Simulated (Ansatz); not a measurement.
A made-up structure of CH$_{2}$SSe, closed shell:

```xyz
5
angstrom
C -0.0850 0.2129 -0.1243
S -0.5149 -0.3031 1.3113
Se 0.9398 -0.9564 -0.4377
H -0.9024 -0.0086 -0.7852
H 0.5625 1.0551 0.0359
```

It is relaxed with PBE-D4/def2-SVP and then PBE0-D4/def2-TZVP (Ansatz 0.2.0). Atoms count as bonded within 1.22 times the sum of their covalent radii (H–H: 0.88 Å). The end point is not checked to be a true minimum.

Problem. Does its bonding change? (A judgement: the text doesn't fix the answer.)

Solution. By the calculation: No: no bond forms or breaks.

Where it ends: The first stage lowers the energy by 4.16 eV in 6 steps. It ends as CH₂SSe ([CH2]1[S][Se]1):
C1  (-0.124, 0.304, -0.174)
S2  (-0.361, -0.556, 1.365)
Se3  (1.027, -1.259, -0.201)
H4  (-0.949, 0.262, -0.875)
H5  (0.408, 1.247, -0.115)
(Å)

Labels in which every atom is bracketed show which atoms are joined, not bond orders.

For scale, one of the runs: PBE0-D4/def2-TZVP relaxation, 128 basis functions, launched by `ansatz run in.yaml --threads 2 --pin off --events-out ev --progress --plain --max-ram 4352MiB`. The run took about 17 s on 2 CPU threads of an Arm Neoverse V1 (shared host).
